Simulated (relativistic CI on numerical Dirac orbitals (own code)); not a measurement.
## Crystal-field levels of Mo⁺, 4d5

Calculated by Dirac-Coulomb-Breit CI, KLI orbitals optimised for each configuration, a model potential for QED, valence Slater integrals scaled by 0.9, one configuration in a parametric crystal field (own radial code). With so little scaling, terms lie 10 to 35 % too far apart, which can change the order of excited levels.

Field parameters in Wybourne normalisation: D3d B²₀ = −7Dσ, B⁴₀ = −14Dq − 21Dτ, B⁴₃ = −14√(10/7) Dq. The field is a parameter set, without covalency.

S and J are read from ⟨S²⟩ = S(S + 1) and ⟨J²⟩ = J(J + 1) of each level; they are not fictitious spins.

D3d, 10Dq = 20450, Dσ = -1200, Dτ = -350 cm⁻¹, the lowest 16 levels:

```csv
E (cm⁻¹),Degeneracy,Irrep,S,J
0.0,2,Γ4,0.51,4.50
4817,2,Γ4,0.53,4.58
5441,2,Γ5+Γ6,0.52,4.41
9187,2,Γ4,1.79,3.36
9234,2,Γ5+Γ6,1.76,3.43
9747,2,Γ4,2.17,3.05
10150,2,Γ5+Γ6,2.00,3.09
10351,2,Γ4,2.05,2.92
11003,2,Γ4,1.56,3.28
11134,2,Γ5+Γ6,1.87,3.37
11150,2,Γ4,1.89,3.45
11238,2,Γ4,1.75,3.20
13748,2,Γ4,1.50,3.67
13771,2,Γ5+Γ6,1.49,3.62
17165,2,Γ5+Γ6,0.54,4.74
17198,2,Γ4,0.54,4.75
```

Principal g values of the ground doublet: 1.94, 2.18, 2.18.

D3d, 10Dq = 20450, Dσ = -980, Dτ = -350 cm⁻¹, the lowest 16 levels:

```tsv
E (cm⁻¹)	Degeneracy	Irrep	S	J
0.0	2	Γ4	0.51	4.51
4424	2	Γ4	0.52	4.57
5030	2	Γ5+Γ6	0.52	4.41
9003	2	Γ4	1.86	3.30
9053	2	Γ5+Γ6	1.83	3.35
9486	2	Γ4	2.22	2.97
9936	2	Γ5+Γ6	1.98	3.10
10127	2	Γ4	2.04	2.94
10832	2	Γ4	1.55	3.31
10942	2	Γ5+Γ6	1.81	3.44
10962	2	Γ4	1.83	3.52
11047	2	Γ4	1.70	3.24
13718	2	Γ4	1.50	3.66
13739	2	Γ5+Γ6	1.49	3.62
17267	2	Γ5+Γ6	0.85	4.56
17285	2	Γ4	0.96	4.42
```

Principal g values of the ground doublet: 1.93, 2.21, 2.21.

D3d, 10Dq = 20450, Dσ = -760, Dτ = -350 cm⁻¹, the lowest 10 levels:

```csv
E (cm⁻¹),Degeneracy,Irrep,S,J
0.0,2,Γ4,0.51,4.52
4039,2,Γ4,0.52,4.56
4626,2,Γ5+Γ6,0.52,4.41
8822,2,Γ4,1.93,3.23
8873,2,Γ5+Γ6,1.91,3.27
9234,2,Γ4,2.26,2.91
9743,2,Γ5+Γ6,1.95,3.13
9927,2,Γ4,2.00,2.98
10664,2,Γ4,1.55,3.34
10767,2,Γ5+Γ6,1.76,3.49
```

Principal g values of the ground doublet: 1.91, 2.26, 2.26.

D3d, 10Dq = 20450, Dσ = -550, Dτ = -350 cm⁻¹, the lowest 10 levels:

```tsv
E (cm⁻¹)	Degeneracy	Irrep	S	J
0.0	2	Γ4	0.51	4.53
3679	2	Γ4	0.52	4.56
4248	2	Γ5+Γ6	0.52	4.41
8654	2	Γ4	1.99	3.17
8704	2	Γ5+Γ6	1.99	3.19
9008	2	Γ4	2.29	2.86
9582	2	Γ5+Γ6	1.90	3.17
9760	2	Γ4	1.96	3.03
10505	2	Γ4	1.54	3.36
10608	2	Γ5+Γ6	1.73	3.53
```

Principal g values of the ground doublet: 1.89, 2.30, 2.30.

D3d, 10Dq = 20450, Dσ = -330, Dτ = -350 cm⁻¹, the lowest 16 levels:

```csv
E (cm⁻¹),Degeneracy,Irrep,S,J
0.0,2,Γ4,0.51,4.54
3312,2,Γ4,0.52,4.55
3859,2,Γ5+Γ6,0.52,4.41
8484,2,Γ4,2.05,3.11
8533,2,Γ5+Γ6,2.05,3.11
8787,2,Γ4,2.31,2.83
9437,2,Γ5+Γ6,1.85,3.21
9609,2,Γ4,1.91,3.07
10338,2,Γ4,1.53,3.37
10448,2,Γ5+Γ6,1.71,3.55
10482,2,Γ4,1.72,3.57
10528,2,Γ4,1.67,3.39
13672,2,Γ4,1.50,3.65
13689,2,Γ5+Γ6,1.50,3.61
15743,2,Γ4,1.49,3.46
15771,2,Γ4,1.49,3.62
```

Principal g values of the ground doublet: 1.86, 2.36, 2.36.

The free-ion ground term has S = 5/2. The field overcomes the spin-pairing energy for D3d, 10Dq = 20450, Dσ = -1200, Dτ = -350 cm⁻¹; D3d, 10Dq = 20450, Dσ = -980, Dτ = -350 cm⁻¹; D3d, 10Dq = 20450, Dσ = -760, Dτ = -350 cm⁻¹; D3d, 10Dq = 20450, Dσ = -550, Dτ = -350 cm⁻¹; D3d, 10Dq = 20450, Dσ = -330, Dτ = -350 cm⁻¹, where the ground state has lower spin; these fields are assumed values.

Levels of this model without a field, named by their leading LS term: ⁶S5/2 0, ⁴G5/2 18029, ⁴G7/2 18103, ⁴G9/2 18158, ⁴G11/2 18161, ⁴P5/2 20662, ⁴P3/2 20799, ⁴P1/2 20992 cm⁻¹.
